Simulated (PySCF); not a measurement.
H2Se.

```xyz
3

Se     0.0000     0.0000     0.0566
H      0.0000    -1.0493    -0.9621
H      0.0000     1.0493    -0.9621
```
Charge 0, spin multiplicity 1.

Coordinates come from a ωB97X-D3(BJ)/def2-TZVPD optimisation.

Level of theory: B3LYP/pcSseg-2 in PySCF. Non-relativistic, no solvent.

Q: Give the absolute GIAO shielding of each atom: isotropic value and principal components (ppm). (The exact figures need the calculation; the answer reports its results.)

A: 
```
atom  σ(iso)     σ11     σ22     σ33   span
----  ------  ------  ------  ------  -----
Se1   2069.1  1751.5  1953.7  2502.0  750.4
H2      30.5    21.9    25.3    44.3   22.4
H3      30.5    21.9    25.3    44.3   22.4
```
